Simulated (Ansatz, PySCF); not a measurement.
Breaking the Sn1–F2 bond in F2Sn (SMILES [F][Sn][F]) (multiplicity 1 held, fragments rigid). Energies count from the point at 1.948 Å.
Geometry at that point (charge 0, multiplicity 1):
```xyz
3

Sn     0.0263    -0.0158     0.3430
F      0.6546     1.2985    -0.9506
F     -0.8008    -1.2105    -0.9547
```

Unrestricted levels (U-) break spin symmetry where that is lower. Left out are points that failed, MP2 points in a non-variational dive below the minimum, coupled-cluster points behind a sign of a changed root (a jump of the amplitudes, or a one-step jump against full CI or MRCI), small-basis points behind a change of solution, and semi-empirical points at long bonds. Curves can end on different states.

Correlated levels freeze the cores. Filled d and f shells under p-block atoms count as core. Rows in 3-21G carry no dispersion term and start afresh at each structure; the Pople sets are all-electron and without relativity.

Run with Ansatz (Gaussian basis) for Hartree–Fock, density functionals and correlated methods; PySCF for 3-21G rows. Each number belongs to the level named beside it. In def2 rows elements past Kr take small-core potentials, without spin–orbit coupling.

Energies in kcal/mol.

| R (Å) | R-HF/3-21G | U-HF/def2-TZVPP | U-B3LYP/def2-TZVPP | U-CCSD/def2-TZVPP |
|---|---|---|---|---|
| 1.559 | 77.4 | 67.0 | 75.9 | 73.7 |
| 1.753 | 8.1 | 8.1 | 12.7 | 11.0 |
| 1.948 | 0.0 | 0.0 | 0.0 | 0.0 |
| 2.143 | 14.1 | 10.4 | 6.4 | 8.6 |
| 2.338 | 34.9 | 26.4 | 19.4 | 23.5 |
| 2.630 | 65.6 | 51.1 | 40.8 | 47.4 |
| 2.922 | 91.1 | 72.6 | 59.9 | 68.7 |
| 3.409 | 123.3 | 79.9 | 83.4 | 98.0 |
| 3.896 | 147.9 | 81.2 | 95.6 | 113.4 |
| 4.481 | 169.3 | 81.6 | 103.3 | 119.1 |
| 5.260 | 189.0 | 81.8 | 108.3 | 119.3 |
| 6.234 | left out | 81.8 | 110.9 | 119.4 |

Doubts at one or more of the structures used: a restricted determinant that unrestricted orbitals would lower (R-HF/3-21G); a spin-contaminated determinant (U-HF/def2-TZVPP, U-B3LYP/def2-TZVPP, U-CCSD/def2-TZVPP); T1 above 0.05 (U-CCSD/def2-TZVPP).

Ansatz is a first-principles code.
